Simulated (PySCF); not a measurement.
Gas-phase reaction: 2 WO2F2 ⇌ WOF4 + WO3

Computed with PySCF and rigid-rotor harmonic-oscillator thermochemistry at 1 bar. † marks an energy on the PBE0/def2-TZVP geometry and frequencies; other levels use their own. MP2 freezes the core. All species are closed-shell singlets. W: scalar-relativistic def2 core potential, no spin-orbit coupling. WO2F2: computed as isolated molecules; such fragments, hydroxides, amides, oligomers or adducts are transient or little studied in the gas. MP2 isn't extrapolated to the basis-set limit.

```json
[
 {"level": "MP2/def2-SVP†", "ΔH°(298 K), kJ": "…"},
 {"level": "PBE/def2-SVP", "ΔH°(298 K), kJ": "…"},
 {"level": "PBE/def2-TZVP†", "ΔH°(298 K), kJ": "246"},
 {"level": "PBE0/def2-QZVP†", "ΔH°(298 K), kJ": "264"},
 {"level": "PBE0/def2-SVP†", "ΔH°(298 K), kJ": "250"},
 {"level": "ωB97M-V/def2-TZVP†", "ΔH°(298 K), kJ": "269"},
 {"level": "ωB97X-V/def2-TZVP†", "ΔH°(298 K), kJ": "…"}
]
```

**Question.** Fill in the missing entries.

**Answer.** 
- MP2/def2-SVP†, ΔH°(298 K), kJ: 256
- PBE/def2-SVP, ΔH°(298 K), kJ: 230
- ωB97X-V/def2-TZVP†, ΔH°(298 K), kJ: 273
